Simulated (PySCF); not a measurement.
Some computed properties have been withheld. Give your best values.

Compound: [AlF6]3- (charge -3).
SMILES: `[F][Al-3]([F])([F])([F])([F])[F]`

```json
{"property": "point group", "level": "PBE0-D3(BJ)/def2-SVP", "value": "?"}
{"property": "rotational constants A, B, C", "level": "PBE0-D3(BJ)/def2-SVP", "value": "?"}
{"property": "HOMO energy", "level": "B3LYP/pcSseg-1 (pcSseg-2 on Al)", "value": "?"}
{"property": "LUMO energy", "level": "B3LYP/pcSseg-1 (pcSseg-2 on Al)", "value": "14.72 eV"}
{"property": "isotropic shieldings of nuclei other than C and H, by class", "level": "GIAO B3LYP/pcSseg-1 (pcSseg-2 on Al)", "value": "348 (6 F), 570 (1 Al) ppm"}
```

Gas-phase values; electronic properties from PySCF, density fitting. Whether so highly charged an anion holds all its electrons in the gas phase wasn't checked; a finite basis holds them in any case. The ion is multiply charged and computed without counter-ions or solvent. The HOMO energy is positive, so at this level the finite basis confines the outermost electrons. No diffuse functions stand in pcSseg-1 (pcSseg-2 on Al), which bears on an anion's orbital energies.

(1) Give the point group.

(2) Give the rotational constants A, B, C.

(3) Give the HOMO energy.

## Answers

(1) Oh.

(2) 1.911, 1.909, 1.906 GHz.

(3) 7.33 eV.

The rotational constants are those of a spherical top; the small spread among constants that symmetry makes equal is optimisation noise. With B = h/(8π²I), that is 505.379 GHz u Å² over I, the principal moments of inertia are 264.5, 264.8 and 265.1 u Å² (most abundant isotopes); the inertial defect Ic − Ia − Ib is -264.2 u Å² (zero for a rigid planar frame, negative otherwise).

For the geometry optimisation (PBE0-D3(BJ)/def2-SVP), hardware: one thread of an AMD EPYC, shared host. Cost: 87 s wall, 75 s CPU, 0.39 GiB resident at most.
